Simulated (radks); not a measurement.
Question: Tb+, configuration [Xe] 4f9 6s1. All-electron calculation, scalar-relativistic Kohn-Sham, LDA (Slater exchange, VWN5 correlation), spin-unpolarised, spherical densities, finite nucleus; Fermi nuclear charge, rms radius 5.06 fm; hard spherical wall at 7 bohr. Program: a radial shooting solver on a logarithmic mesh with Libxc functionals. Some entries of the table are withheld. Estimate them.

orbital,occ.,eigenvalue (hartree),r(max) (bohr),<1/r> (bohr^-1)
1s,2,(1),0.01366,73.03
2s,2,-315.8561,0.07757,16.96
2p,6,-280.8526,0.06281,15.80
3s,2,-70.20788,0.2200,6.229
3p,6,-59.40901,0.2159,5.851
3d,10,-45.29575,0.1763,5.553
4s,2,-14.06257,0.5048,(2)
4p,6,-10.50446,0.5270,2.413
4d,10,-5.61721,0.5467,2.125
5s,2,-1.97578,1.180,1.000
5p,6,-1.14233,1.348,0.8318
4f,9,-0.34263,0.5546,1.509
6s,1,(3),(4),0.3580
5d,0,-0.25131,2.043,0.4831
6p,0,-0.15707,3.880,(5)
7s,0,0.17075,(6),0.3277

Answer: 
(1) 1s eigenvalue (hartree): -1903.965
(2) 4s <1/r> (bohr^-1): 2.629
(3) 6s eigenvalue (hartree): -0.31206
(4) 6s r(max) (bohr): 3.213
(5) 6p <1/r> (bohr^-1): 0.3158
(6) 7s r(max) (bohr): 5.267
